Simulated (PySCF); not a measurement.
# Electron correlation in C²⁺ (carbon, charge +2)

[He] 2s1 3s1, high-spin 3S determinant (an excited configuration). Computed with PySCF 2.14 in aug-cc-pVTZ-DK, with the spin-free X2C one-electron Hamiltonian (Gaussian nucleus). Frozen: 1s2; 2 electrons correlated.

With two correlated electrons CCSD is exact within the correlated space (frozen core and kept virtual orbitals).

| level | correlation energy (mhartree) |
| --- | --- |
| CCSD | -11.32 |

Diagnostics: T1 = 0.0082, D1 = 0.0165, largest double amplitude 0.085.

The outer electron is Rydberg-like, and this basis confines it to a smaller radius and binds it less than a complete one would.

Cost of the coupled-cluster step: about 0.5 core-seconds, for 2 correlated electrons.

Iterations:

```
CC2 = 0
CCSD nocc = (np.int64(2), np.int64(0)), nmo = (45, 45)
frozen orbitals [[0], [0]]
max_cycle = 100
direct = 0
conv_tol = 1e-08
conv_tol_normt = 1e-06
diis_space = 8
diis_start_cycle = 0
Init t2, MP2 energy = -0.004522467753752
Init E_corr(UCCSD) = -0.00452246775379115
cycle = 1  E_corr(UCCSD) = -0.00694935071273081  dE = -0.00242688296  norm(t1,t2) = 0.0355122
cycle = 2  E_corr(UCCSD) = -0.0084555002393599  dE = -0.00150614953  norm(t1,t2) = 0.0233769
cycle = 3  E_corr(UCCSD) = -0.011340494760958  dE = -0.00288499452  norm(t1,t2) = 0.0155053
cycle = 4  E_corr(UCCSD) = -0.0113049223615772  dE = 3.55723994e-05  norm(t1,t2) = 0.000670702
cycle = 5  E_corr(UCCSD) = -0.0113290274135281  dE = -2.4105052e-05  norm(t1,t2) = 0.000234049
cycle = 6  E_corr(UCCSD) = -0.0113175998980663  dE = 1.14275155e-05  norm(t1,t2) = 5.46665e-05
cycle = 7  E_corr(UCCSD) = -0.0113194862095856  dE = -1.88631152e-06  norm(t1,t2) = 1.05619e-05
cycle = 8  E_corr(UCCSD) = -0.0113194540553599  dE = 3.21542257e-08  norm(t1,t2) = 3.83345e-07
cycle = 9  E_corr(UCCSD) = -0.0113194667670013  dE = -1.27116414e-08  norm(t1,t2) = 1.61267e-07
cycle = 10  E_corr(UCCSD) = -0.0113194807303688  dE = -1.39633675e-08  norm(t1,t2) = 8.8403e-08
cycle = 11  E_corr(UCCSD) = -0.0113194824267102  dE = -1.69634144e-09  norm(t1,t2) = 2.07238e-08
UCCSD converged
E(UCCSD) = -35.40663338778536  E_corr = -0.01131948242671022
```
